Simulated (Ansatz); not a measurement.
Start from `[NH]=[Nb]([F])([F])[F]` and change one atom or group to get `[CH3][Nb](=[NH])([F])[F]`.

Ansatz, PBE0-D4/def2-TZVP geometries, multiplicity 1. Each molecule was computed in one conformer, which needn't be the lowest.

Elements past krypton have def2 core potentials.

```tsv
property	`[NH]=[Nb]([F])([F])[F]`
LUMO energy (PBE/def2-TZVPP) / eV	-2.50
HOMO energy (B3LYP/def2-TZVPP) / eV	-8.63
size of the dipole moment (B3LYP/def2-TZVPP) / D	1.12
HOMO energy (PBE0/def2-TZVPP) / eV	-8.89
size of the dipole moment (PBE/def2-TZVPP) / D	1.01
LUMO energy (ωB97M-V/def2-TZVPP) / eV	0.57
```

(1) What does the change do to each property? (Best estimate.)

Results:

(1) Computed: 
```
                                        property  `[CH3][Nb](=[NH])([F])[F]`  shift
               LUMO energy (PBE/def2-TZVPP) / eV                       -2.59  -0.09
             HOMO energy (B3LYP/def2-TZVPP) / eV                       -8.13   0.50
size of the dipole moment (B3LYP/def2-TZVPP) / D                        1.32   0.20
              HOMO energy (PBE0/def2-TZVPP) / eV                       -8.37   0.52
  size of the dipole moment (PBE/def2-TZVPP) / D                        1.21   0.20
           LUMO energy (ωB97M-V/def2-TZVPP) / eV                        0.52  -0.05
```

Dipoles are sizes alone; their direction can turn.

B3LYP here is the variant with VWN-RPA as its local correlation; programs differ in this.
